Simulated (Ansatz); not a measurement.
BeGeH4 (SMILES [BeH][GeH3]) moved off its minimum; all values from Ansatz (a program for electronic structure), cores frozen in correlated methods.
(charge 0, multiplicity 1)
```xyz
6

Be    -1.6941    -0.8492    -0.2738
H     -2.8183    -1.4153    -0.2949
Ge     0.1672     0.1101     0.0562
H      1.3329    -0.6804     0.6619
H      0.8277     0.4326    -1.4104
H      0.0605     1.4912     0.9113
```

```json
[
 {"level": "HF/def2-TZVPP", "largest force (eV/Å)": "2.67", "on atom": "Ge3", "rms difference from CCSD(T)/aug-cc-pVTZ (eV/Å)": "0.156", "dipole (D)": "1.02"},
 {"level": "PBE/def2-TZVPP", "largest force (eV/Å)": "1.76", "on atom": "Ge3", "rms difference from CCSD(T)/aug-cc-pVTZ (eV/Å)": "0.164", "dipole (D)": "0.61"},
 {"level": "r2SCAN/def2-TZVPP", "largest force (eV/Å)": "1.93", "on atom": "Ge3", "rms difference from CCSD(T)/aug-cc-pVTZ (eV/Å)": "0.148", "dipole (D)": "0.69"},
 {"level": "B3LYP/def2-TZVPP", "largest force (eV/Å)": "1.94", "on atom": "Ge3", "rms difference from CCSD(T)/aug-cc-pVTZ (eV/Å)": "0.097", "dipole (D)": "0.79"},
 {"level": "wB97M-V/def2-TZVPP", "largest force (eV/Å)": "2.06", "on atom": "Ge3", "rms difference from CCSD(T)/aug-cc-pVTZ (eV/Å)": "0.130", "dipole (D)": "0.86"},
 {"level": "MP2/aug-cc-pVTZ", "largest force (eV/Å)": "2.39", "on atom": "Ge3", "rms difference from CCSD(T)/aug-cc-pVTZ (eV/Å)": "0.085", "dipole (D)": "0.85"},
 {"level": "CCSD(T)/aug-cc-pVTZ", "largest force (eV/Å)": "2.18", "on atom": "Ge3", "rms difference from CCSD(T)/aug-cc-pVTZ (eV/Å)": "0.000", "dipole (D)": "0.77"}
]
```

The differences count from one level among others, with limits of its own. Forces at CCSD(T)/aug-cc-pVTZ (eV/Å):

| atom | Fx | Fy | Fz |
|---|---|---|---|
| Be1 | 0.178 | 0.018 | 0.242 |
| H2 | -1.181 | -0.584 | -0.200 |
| Ge3 | 1.356 | 1.584 | -0.652 |
| H4 | 0.055 | -0.250 | 0.325 |
| H5 | -0.502 | 0.070 | 0.926 |
| H6 | 0.094 | -0.839 | -0.642 |
